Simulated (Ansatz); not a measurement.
Consider the germylene formation by 1,1-elimination: `[BH2][GeH2][Cl]` → `BCl` + `[GeH2]`.

Isolated molecules relaxed with PBE0-D4/def2-TZVP in Ansatz; ΔE leaves out vibrations. CCSD(T)/CBS adds triple-zeta CCSD(T) − MP2 to the extrapolated MP2 energy (def2 sets, frozen cores). This one scheme is used for every species. Functionals use def2-TZVPP. B3LYP here is the variant with VWN-RPA as its local correlation; programs differ in this. For Ge outer-core shells are correlated without core-valence functions, which leaves a few kJ/mol of doubt a bond. Scalar relativity is left out up to krypton.

`[BH2][GeH2][Cl]`:

```xyz
7

B     0.939   -0.713    0.514
Ge   -0.457    0.522   -0.347
Cl   -2.453   -0.302   -0.149
H     2.089   -0.392    0.481
H     0.627   -1.735    1.041
H    -0.512    1.909    0.318
H    -0.233    0.711   -1.858
```

`BCl`:

Z-matrix (Å, degrees):
```
B
Cl 1 1.733
H 1 1.190 2 118.1
H 1 1.190 2 118.1 3 180.0
```

`[GeH2]`:

Z-matrix (Å, degrees):
```
Ge
H 1 1.595
H 1 1.594 2 90.6
```

CCSD(T)/CBS gives +135.1 kJ/mol.

Task: Another level gave +123.6 kJ/mol. Which?
A. B3LYP-D4/def2-TZVPP
B. B97M-V/def2-TZVPP
C. PBE/def2-TZVPP
D. revPBE/def2-TZVPP

Result: C. PBE 123.6, revPBE 109.6, B97M-V 138.3, B3LYP-D4 118.8 kJ/mol.

Largest T1 diagnostic among the species: 0.012.

In def2-TZVPP, CCSD(T) changes the Hartree–Fock value by +18.2 kJ/mol (the triples alone add +2.0 kJ/mol) and MP2 by +30.6 kJ/mol. Leaving LDA and LC-ωPBE aside and taking each functional with its dispersion term where it has one, the values, not all of them listed here, spread over 46.0 kJ/mol, from BLYP-D4 to PBE-QIDH. LDA lies +33.1 kJ/mol from PBE without D4. The D4 term adds +10.3 kJ/mol with B3LYP and +5.5 kJ/mol with PBE0; it sums over pairs of atoms, weighted by their polarisabilities, and B3LYP, whose exchange is more repulsive, gets the larger term.
